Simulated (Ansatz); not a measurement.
Ansatz (a quantum-chemistry and plane-wave program) input (B3LYP-D3(BJ)/def2-TZVP):

Ansatz 0.2 input:
```yaml
crystal:
  periodic: [false, false, false]
  atoms:
    - {symbol: Zn, position_ang: [0.00000000, 0.00000000, 0.00000000]}
    - {symbol: F, position_ang: [-0.00000000, -0.00000000, -1.77902517]}
    - {symbol: F, position_ang: [0.00000000, 0.00000000, 1.77902517]}
basis:
  gaussian:
    orbitals: def2-TZVP
hamiltonian:
  xc: b3lyp
  dispersion: d3bj
total_charge: 1
magnetization: {spin_polarized: true, initial_magnetization: 1}
phonons: {temperatures: {t_min: 298.15, t_max: 298.15, t_step: 100}}
```

Output:

```
Functional definition: B3LYP
integrals: 0.03 GiB planned
837 factors; their error is unknown
mean field: 0.48 GiB planned
mean field evaluation 1: about -53809.9570 eV, gradient 1.1e2 eV
mean field evaluation 2: about -53544.0923 eV, gradient 3.0e2 eV
mean field evaluation 4: about -53841.5061 eV, gradient 3.9e1 eV
mean field evaluation 8: about -53845.6551 eV, gradient 1.5e0 eV
mean field evaluation 16: about -53845.7411 eV, gradient 5.8e-6 eV
mean field evaluation 32: about -53844.5336 eV, gradient 1.4e0 eV
mean field -53845.74110166 eV, -1978.7944875317 hartree, gradient 5.2e-6 eV, S^2 0.759441; 5 other end points of the search recorded, 0 dependent functions left out
the calculation of the forces begins
reference -53845.74128462 eV, -1978.7944942553 hartree; 24, 23 occupied and 86, 87 virtual orbitals, 837 factors
these checks for a lower state are left out or cut short: stability, starts, cluster_reference, orbital_swaps, neighbouring_geometries, increment
integrals: 0.03 GiB planned
837 factors; their error is unknown
mean field: 0.48 GiB planned
mean field -53845.74109832 eV, -1978.7944874090 hartree, gradient 6.6e-7 eV, S^2 0.759441; 0 other end points of the search recorded, 0 dependent functions left out
the calculation of the forces begins
reference -53845.74128128 eV, -1978.7944941326 hartree; 24, 23 occupied and 86, 87 virtual orbitals, 837 factors
these checks for a lower state are left out or cut short: stability, starts, cluster_reference, orbital_swaps, neighbouring_geometries, increment
integrals: 0.03 GiB planned
837 factors; their error is unknown
mean field: 0.47 GiB planned
mean field evaluation 64: about -53845.7411 eV, gradient 6.6e-7 eV
mean field -53845.74109832 eV, -1978.7944874090 hartree, gradient 6.6e-7 eV, S^2 0.759441; 0 other end points of the search recorded, 0 dependent functions left out
the calculation of the forces begins
reference -53845.74128128 eV, -1978.7944941326 hartree; 24, 23 occupied and 86, 87 virtual orbitals, 837 factors
these checks for a lower state are left out or cut short: stability, starts, cluster_reference, orbital_swaps, neighbouring_geometries, increment
integrals: 0.03 GiB planned
837 factors; their error is unknown
mean field: 0.47 GiB planned
mean field -53845.74109727 eV, -1978.7944873703 hartree, gradient 2.4e-6 eV, S^2 0.759441; 0 other end points of the search recorded, 0 dependent functions left out
the calculation of the forces begins
reference -53845.74128023 eV, -1978.7944940940 hartree; 24, 23 occupied and 86, 87 virtual orbitals, 837 factors
these checks for a lower state are left out or cut short: stability, starts, cluster_reference, orbital_swaps, neighbouring_geometries, increment
integrals: 0.03 GiB planned
837 factors; their error is unknown
mean field: 0.47 GiB planned
mean field -53845.74109727 eV, -1978.7944873703 hartree, gradient 2.5e-6 eV, S^2 0.759441; 0 other end points of the search recorded, 0 dependent functions left out
the calculation of the forces begins
reference -53845.74128023 eV, -1978.7944940940 hartree; 24, 23 occupied and 86, 87 virtual orbitals, 837 factors
these checks for a lower state are left out or cut short: stability, starts, cluster_reference, orbital_swaps, neighbouring_geometries, increment
integrals: 0.03 GiB planned
837 factors; their error is unknown
mean field: 0.48 GiB planned
mean field -53845.74101435 eV, -1978.7944843234 hartree, gradient 1.2e-6 eV, S^2 0.759440; 0 other end points of the search recorded, 0 dependent functions left out
the calculation of the forces begins
reference -53845.74119731 eV, -1978.7944910470 hartree; 24, 23 occupied and 86, 87 virtual orbitals, 837 factors
these checks for a lower state are left out or cut short: stability, starts, cluster_reference, orbital_swaps, neighbouring_geometries, increment
integrals: 0.03 GiB planned
837 factors; their error is unknown
mean field: 0.48 GiB planned
mean field -53845.74101435 eV, -1978.7944843234 hartree, gradient 1.2e-6 eV, S^2 0.759440; 0 other end points of the search recorded, 0 dependent functions left out
the calculation of the forces begins
reference -53845.74119731 eV, -1978.7944910470 hartree; 24, 23 occupied and 86, 87 virtual orbitals, 837 factors
these checks for a lower state are left out or cut short: stability, starts, cluster_reference, orbital_swaps, neighbouring_geometries, increment
integrals: 0.03 GiB planned
837 factors; their error is unknown
mean field: 0.47 GiB planned
mean field evaluation 96: about -53845.7411 eV, gradient 6.7e-5 eV
mean field -53845.74110083 eV, -1978.7944875011 hartree, gradient 2.5e-6 eV, S^2 0.759441; 0 other end points of the search recorded, 0 dependent functions left out
the calculation of the forces begins
reference -53845.74128379 eV, -1978.7944942248 hartree; 24, 23 occupied and 86, 87 virtual orbitals, 837 factors
these checks for a lower state are left out or cut short: stability, starts, cluster_reference, orbital_swaps, neighbouring_geometries, increment
integrals: 0.03 GiB planned
837 factors; their error is unknown
mean field: 0.48 GiB planned
mean field -53845.74110083 eV, -1978.7944875011 hartree, gradient 2.5e-6 eV, S^2 0.759441; 0 other end points of the search recorded, 0 dependent functions left out
the calculation of the forces begins
reference -53845.74128379 eV, -1978.7944942248 hartree; 24, 23 occupied and 86, 87 virtual orbitals, 837 factors
these checks for a lower state are left out or cut short: stability, starts, cluster_reference, orbital_swaps, neighbouring_geometries, increment
integrals: 0.03 GiB planned
837 factors; their error is unknown
mean field: 0.48 GiB planned
mean field -53845.74110056 eV, -1978.7944874915 hartree, gradient 1.5e-6 eV, S^2 0.759441; 0 other end points of the search recorded, 0 dependent functions left out
the calculation of the forces begins
reference -53845.74128352 eV, -1978.7944942151 hartree; 24, 23 occupied and 86, 87 virtual orbitals, 837 factors
these checks for a lower state are left out or cut short: stability, starts, cluster_reference, orbital_swaps, neighbouring_geometries, increment
integrals: 0.03 GiB planned
837 factors; their error is unknown
mean field: 0.47 GiB planned
mean field -53845.74110056 eV, -1978.7944874915 hartree, gradient 1.5e-6 eV, S^2 0.759441; 0 other end points of the search recorded, 0 dependent functions left out
the calculation of the forces begins
reference -53845.74128352 eV, -1978.7944942151 hartree; 24, 23 occupied and 86, 87 virtual orbitals, 837 factors
these checks for a lower state are left out or cut short: stability, starts, cluster_reference, orbital_swaps, neighbouring_geometries, increment
integrals: 0.03 GiB planned
837 factors; their error is unknown
mean field: 0.48 GiB planned
mean field -53845.74104159 eV, -1978.7944853244 hartree, gradient 1.8e-6 eV, S^2 0.759435; 0 other end points of the search recorded, 0 dependent functions left out
the calculation of the forces begins
reference -53845.74122448 eV, -1978.7944920454 hartree; 24, 23 occupied and 86, 87 virtual orbitals, 837 factors
these checks for a lower state are left out or cut short: stability, starts, cluster_reference, orbital_swaps, neighbouring_geometries, increment
integrals: 0.03 GiB planned
837 factors; their error is unknown
mean field: 0.47 GiB planned
mean field evaluation 128: about -53845.6637 eV, gradient 1.2e-1 eV
mean field -53845.74106498 eV, -1978.7944861839 hartree, gradient 1.5e-6 eV, S^2 0.759446; 0 other end points of the search recorded, 0 dependent functions left out
the calculation of the forces begins
reference -53845.74124801 eV, -1978.7944929102 hartree; 24, 23 occupied and 86, 87 virtual orbitals, 837 factors
Total energy: -53845.78300280 eV, -1978.7960273704 hartree
Atom 0 at     0.000000     0.000000     0.000000 Å, force    -0.000000     0.000000     0.000000 eV/Å
Atom 1 at    -0.000000    -0.000000    -1.779025 Å, force     0.000000    -0.000000    -0.000864 eV/Å
Atom 2 at     0.000000     0.000000     1.779025 Å, force     0.000000    -0.000000     0.000864 eV/Å
Dipole moment:    -0.000000     0.000000    -0.000000 e Å
Vibrations: 109.98 126.13 493.06 562.32 cm⁻¹, zero-point energy 0.080062 eV
```

The spin state was set by rule; other spins were not relaxed.
